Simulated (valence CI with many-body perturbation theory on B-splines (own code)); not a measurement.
Results of a calculation; reference values are marked as such.
Level structure of Hf XXIII

Method: relativistic CI+MBPT: four valence electrons over a frozen Dirac-Fock core [Kr] 4d10, a basis of 7 s, 7 p, 7 d, 7 f, 4 g, 2 h functions for each j, with the one-electron correlation potential Σ1 (screened to all orders), the two-electron term Σ2, the three-electron term Σ3, Breit, model QED; selected single and double excitations, second order for the rest, scaled by the run's own slope (own B-spline code, finite nucleus).

No measured spectrum was set against this ion. As an estimate, terms of the open shell hold to a few per cent of their energy, and close levels can change places.

Levels 136 to 180 of 199, with energies above the lowest level, 4f4 5I_4. "Leading %" is the weight of the configuration and term that name the level; weights of strongly mixed levels are sums over their largest components and can fall short.

```
No.  Configuration  Term  J  E (eV)  Leading %  Second component      g
136         4f3 5s   5G°  5  80.578         63   25 % 4f3 5s 3H°  1.191
137         4f3 5s   3G°  4  80.610         48   19 % 4f3 5s 5G°  1.107
138         4f3 5s   3D°  2  80.647         25   21 % 4f3 5s 3P°  1.317
139         4f3 5s   3P°  0  80.816         58   42 % 4f3 5s 5D°       
140         4f3 5s   3S°  1  80.885         32   26 % 4f3 5s 5D°  1.359
141         4f3 5s   3G°  3  81.042         59   24 % 4f3 5s 3F°  0.885
142         4f3 5s   3K°  8  81.147         61   19 % 4f3 5s 3L°  1.102
143         4f3 5s   3D°  1  81.485         31   25 % 4f3 5s 1P°  1.023
144         4f3 5s   3L°  7  81.623         44   34 % 4f3 5s 1K°  0.966
145         4f3 5s   3D°  3  81.734         46   40 % 4f3 5s 5D°  1.348
146         4f3 5s   5G°  6  81.735         51   46 % 4f3 5s 3H°  1.244
147         4f3 5s   5D°  2  81.883         42   40 % 4f3 5s 3D°  1.289
148         4f3 5s   3G°  4  81.919         82    9 % 4f3 5s 3H°  1.039
149         4f3 5s   3D°  3  82.449         67   21 % 4f3 5s 5D°  1.338
150         4f3 5s   3D°  1  82.575         38   34 % 4f3 5s 5D°  1.132
151         4f3 5s   3I°  5  82.596         40   24 % 4f3 5s 3H°  0.971
152         4f3 5s   3G°  5  82.738         53   16 % 4f3 5s 5F°  1.159
153         4f3 5s   1D°  2  82.855         48   16 % 4f3 5s 3D°  1.157
154         4f3 5s   3I°  6  83.097         54   16 % 4f3 5s 3H°  1.090
155         4f3 5s   5D°  0  83.314         58   42 % 4f3 5s 3P°       
156         4f3 5s   3D°  2  83.427         57   30 % 4f3 5s 1D°  1.049
157         4f3 5s   3F°  4  83.457         31   30 % 4f3 5s 1G°  1.030
158         4f3 5s   3G°  5  83.714         63   28 % 4f3 5s 3I°  1.084
159         4f3 5s   5D°  4  83.933         94    4 % 4f3 5s 3F°  1.481
160         4f3 5s   3D°  1  84.166         47   24 % 4f3 5s 1P°  0.916
161         4f3 5s   3I°  7  84.242         83    8 % 4f3 5s 3K°  1.109
162         4f3 5s   3L°  8  84.274         70   25 % 4f3 5s 3K°  1.042
163         4f3 5s   3D°  2  84.283         30   24 % 4f3 5s 3P°  1.236
164         4f3 5s   3L°  7  84.472         44   32 % 4f3 5s 1K°  0.965
165         4f3 5s   3L°  9  84.629        100                    1.109
166         4f3 5s   3D°  1  84.634         59   16 % 4f3 5s 1P°  0.823
167         4f3 5s   1I°  6  84.862         58   31 % 4f3 5s 3I°  1.015
168         4f3 5s   3H°  4  84.915         69   14 % 4f3 5s 3G°  0.877
169         4f3 5s   3H°  5  85.049         54   27 % 4f3 5s 1H°  1.044
170         4f3 5s   1L°  8  85.446         86   11 % 4f3 5s 3L°  1.003
171         4f3 5s   3D°  3  85.510         56   26 % 4f3 5s 5D°  1.310
172         4f3 5s   3D°  2  85.987         33   27 % 4f3 5s 3F°  1.067
173         4f3 5s   3D°  3  86.066         52   36 % 4f3 5s 3F°  1.229
174         4f3 5s   3D°  1  86.507         74   16 % 4f3 5s 1P°  0.677
175         4f3 5s   3D°  2  86.560         47   28 % 4f3 5s 3F°  1.014
176         4f3 5s   3H°  6  86.595         60   25 % 4f3 5s 1I°  1.119
177         4f3 5s   1H°  5  87.086         53   17 % 4f3 5s 3H°  1.005
178         4f3 5s   3F°  4  88.131         90                    1.247
179         4f3 5s   3D°  3  88.225         52   41 % 4f3 5s 3F°  1.217
180         4f3 5s   1D°  2  88.723         47   29 % 4f3 5s 3D°  0.974
```

Names give the largest LS component (configuration and term), which can be under half, so a name can repeat, a term be missing and a line seem to break the LS rules; names also repeat where a configuration has a term twice.

Where two levels of one J and parity lie close, their mixing, g and order are uncertain.
